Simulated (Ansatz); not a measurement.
Computed with Ansatz on PBE0-D4/def2-TZVP structures; ΔE is electronic, products minus reactants. CBS: MP2 limit from def2 TZ/QZ plus the TZ coupled-cluster correction, frozen cores. This one scheme is used for every species. DFT in def2-TZVPP. B3LYP here is the variant with VWN-RPA as its local correlation; programs differ in this. For Ge outer-core shells are correlated without core-valence functions, which leaves a few kJ/mol of doubt a bond. Scalar relativity is left out up to krypton.

Reaction (hydrogenolysis of a C–Ge bond): `C[CH]([GeH3])C#N` + H₂ → `CCC#N` + GeH₄

`C[CH]([GeH3])C#N`:

```xyz
12

C    -0.701    1.182    0.540
C     0.316    0.041    0.487
Ge    0.557   -0.642   -1.366
C    -0.059   -1.064    1.342
N    -0.377   -1.955    1.998
H    -0.806    1.566    1.557
H    -0.381    2.003   -0.105
H    -1.684    0.847    0.205
H     1.299    0.395    0.812
H     1.606   -1.759   -1.373
H     1.026    0.544   -2.226
H    -0.797   -1.158   -1.870
```

H₂:

Z-matrix (Å, degrees):
```
H
H 1 0.746
```

`CCC#N`:

Cartesian coordinates in Å:
```
C 0.924 -0.427 0.075
C -0.206 0.575 -0.137
C -1.519 -0.020 0.058
N -2.548 -0.508 0.216
H 0.844 -1.259 -0.625
H 1.887 0.062 -0.080
H 0.902 -0.831 1.088
H -0.171 0.991 -1.148
H -0.112 1.418 0.554
```

GeH₄:

Z-matrix (Å, degrees):
```
Ge
H 1 1.534
H 1 1.534 2 109.5
H 1 1.534 2 109.5 3 -120.0
H 1 1.534 2 109.5 3 120.0
```

CCSD(T)/CBS gives -8.1 kcal/mol.

(1) Another level gave -6.4 kcal/mol. Which?
A. ωB97M-V/def2-TZVPP
B. MP2/def2-TZVPP
C. B2PLYP/def2-TZVPP
D. B3LYP/def2-TZVPP

Largest T1 diagnostic among the species: 0.012.

Results:

(1) B. MP2/def2-TZVPP -6.4, ωB97M-V -9.8, B3LYP -12.9, B2PLYP -10.8 kcal/mol.

The D4 term adds +3.2 kcal/mol with B3LYP and +1.7 kcal/mol with PBE0; it sums over pairs of atoms, weighted by their polarisabilities, and B3LYP, whose exchange is more repulsive, gets the larger term. From PBE to PBE0 (25 % exact exchange), in def2-TZVPP and without D4, ΔE moves by −0.9 kcal/mol. In def2-TZVPP, CCSD(T) changes the Hartree–Fock value by +7.8 kcal/mol (the triples alone add +1.4 kcal/mol) and MP2 by +10.2 kcal/mol.
